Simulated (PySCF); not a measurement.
**C₆ coefficients of unlike pairs at PBE**

Calculated with PySCF 2.14 from the dipole response of each species, C₆(A,B) = (3/π) ∫ α_A(iu) α_B(iu) du, in atomic units, from isotropic polarisabilities. For ions this is the dispersion term alone; charge-induced terms of lower order in 1/R come first.

```csv
species,configuration,basis,relativity,α (bohr³),C₆ (like pair)
Mg⁺,[Ne] 3s1 (2S),aug-cc-pCVDZ (6s5p3d),none,34.26,148.5
C²⁺,[He] 2s2 (1S),aug-cc-pwCVQZ (9s8p6d4f2g),none,4.217,6.490
Sc³⁺,[Ar] (1S),def2-TZVPPD (6s6p4d2f1g),none,2.136,5.490
Ir⁺,[Xe] 4f14 5d7 6s1 (5F),aug-cc-pVTZ-PP with ECP60MDF (6s6p5d3f2g),core potential,24.60,201.1
```

(1) Estimate C₆ for Ir⁺ with Sc³⁺.

No spin-orbit coupling is included.

The other pairs:

| pair | C₆ |
| --- | --- |
| Sc³⁺, C²⁺ | 5.181 |
| C²⁺, Mg⁺ | 27.24 |
| Sc³⁺, Mg⁺ | 17.36 |
| Ir⁺, Mg⁺ | 151.9 |
| Ir⁺, C²⁺ | 35.99 |

Results:

(1) The integral gives 29.66. The combination rule 2 C_A C_B / (C_A α_B/α_A + C_B α_A/α_B) gives 27.37 and the geometric mean 33.22.
